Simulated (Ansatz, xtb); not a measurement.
**C2H8BClO: which of two conformers lies lower**

Structure a: `CC[B@H-]([OH2+])Cl`, a singlet. Structure b: `CC[B@H-]([OH2+])Cl`, a singlet. Both are isolated molecules in the gas phase, relaxed with PBE0-D4/def2-SVP.

a (Å):

```yaml
atoms:
  - { symbol: C, position_ang: [-0.8358, -1.4374, -1.7741] }
  - { symbol: C, position_ang: [-0.8557, -0.8385, -0.3705] }
  - { symbol: B, position_ang: [-1.3928, 0.6567, -0.2611] }
  - { symbol: Cl, position_ang: [-0.5345, 1.8714, -1.3866] }
  - { symbol: O, position_ang: [-2.9167, 0.6216, -0.9350] }
  - { symbol: H, position_ang: [-1.8498, -1.5441, -2.2126] }
  - { symbol: H, position_ang: [-0.2501, -0.8113, -2.4650] }
  - { symbol: H, position_ang: [-0.4106, -2.4527, -1.7952] }
  - { symbol: H, position_ang: [-1.4377, -1.4836, 0.3127] }
  - { symbol: H, position_ang: [0.1688, -0.8365, 0.0394] }
  - { symbol: H, position_ang: [-1.5818, 1.1244, 0.8398] }
  - { symbol: H, position_ang: [-3.0341, 1.5076, -1.3169] }
  - { symbol: H, position_ang: [-2.8553, 0.0166, -1.6940] }
```

b (Å):

```yaml
atoms:
  - { symbol: C, position_ang: [-2.3252, -1.0903, -0.2043] }
  - { symbol: C, position_ang: [-0.9934, -1.0771, 0.5404] }
  - { symbol: B, position_ang: [0.2405, -1.6228, -0.2969] }
  - { symbol: Cl, position_ang: [1.8313, -1.7368, 0.6541] }
  - { symbol: O, position_ang: [-0.0946, -3.2411, -0.5785] }
  - { symbol: H, position_ang: [-3.1489, -0.6774, 0.3995] }
  - { symbol: H, position_ang: [-2.6202, -2.1108, -0.5008] }
  - { symbol: H, position_ang: [-2.2658, -0.4981, -1.1311] }
  - { symbol: H, position_ang: [-0.7388, -0.0434, 0.8339] }
  - { symbol: H, position_ang: [-1.0799, -1.6204, 1.5024] }
  - { symbol: H, position_ang: [0.4107, -1.2036, -1.4234] }
  - { symbol: H, position_ang: [-0.2541, -3.6447, 0.2901] }
  - { symbol: H, position_ang: [0.7398, -3.6272, -0.8899] }
```

Energies in hartree; the thermal terms are from GFN2-xTB frequencies at re-optimised GFN2-xTB minima (ideal gas, soft modes damped towards free rotors, one conformer each, 298.15 K, 1 atm) and include the zero-point energy:

```
                              a           b
E, CCSD(T)/def2-SVP  −640.007502  −640.007237
    E, MP2/def2-SVP  −639.928985  −639.928640
  E, MP2/def2-TZVPP  −640.488559  −640.488101
  zero-point energy     0.103638     0.103505
       H(298 K) − E     0.111985     0.112082
       G(298 K) − E     0.072490     0.071911
```

Problem. Correct the CCSD(T) difference for the basis set by the MP2 change, then work out ΔE, ΔE₀, ΔH and ΔG for a → b in kJ/mol (1 Eh = 2625.50 kJ/mol) and the equilibrium ratio [b]/[a].

Solution. 1. Differences b − a: CCSD(T) +0.000265, MP2 in the small set +0.000345, MP2 in the large set +0.000458 Eh.
2. ΔE = +0.000265 + (+0.000458 − (+0.000345)) = +0.000378 Eh = +0.99 kJ/mol.
3. ΔE₀ = ΔE + ΔZPE = +0.000378 + (−0.000133) Eh = +0.64 kJ/mol.
4. ΔH = ΔE + (+0.000097) Eh = +1.25 kJ/mol.
5. ΔG = ΔE + (−0.000579) Eh = −0.53 kJ/mol, so ΔS = (ΔH − ΔG)/T = +6.0 J/(mol K).
6. kT = 0.9442 mEh, so K = [b]/[a] = exp(−ΔG/kT) = exp(+0.21) ≈ 1.2.

The two are too close for this level to say which is favoured. An error of 4 kJ/mol in ΔG would change K by a factor of 5. Mirror images and further conformers aren't counted.

Other levels gave ΔE = +3.3 (PBE0-D4/def2-SVP); −3.8 (HF/def2-SVP); +0.9 (MP2/def2-SVP); +0.7 (CCSD(T)/def2-SVP) kJ/mol. The correlated steps freeze 9 core orbitals. Programs: Ansatz 0.2.0, xtb 6.7.1.
